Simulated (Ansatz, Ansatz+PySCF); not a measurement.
```xyz
2

Cu    0.0320   -0.0343   -1.0988
Cu   -0.0172    0.0427    1.1356
```

Basis set: def2-SVP (spherical functions). Frozen core: 10 orbitals. Charge 0, multiplicity 1.

Computed with Ansatz (development build ahead of 0.2.0); each method stands on the lowest determinant of its kind that the runs found. Restricted open shells among the atoms or ions are ROHF, correlated in semicanonical orbitals with singles. Restricted functionals stand beside restricted open-shell atoms, which can lie above the unrestricted atoms usual in DFT and then raise those values.

Question: Give the atomization energy at this shape (free ground-state atoms in the same class of orbitals less the molecule, no zero-point energy) of singlet Cu₂ by ωB97X (restricted), r²SCAN (restricted), PBE0 (unrestricted), PBE (unrestricted), RHF-MP2, RHF-CCSD(T), RHF-CCSD, RHF.

Answer:

| method | atomization energy |
| --- | --- |
| ωB97X (restricted) | 54.53 kcal/mol |
| r²SCAN (restricted) | 57.45 kcal/mol |
| PBE0 (unrestricted) | 47.76 kcal/mol |
| PBE (unrestricted) | 59.25 kcal/mol |
| RHF-MP2 | 42.42 kcal/mol |
| RHF-CCSD(T) | 44.48 kcal/mol |
| RHF-CCSD | 40.98 kcal/mol |
| RHF | 11.90 kcal/mol |
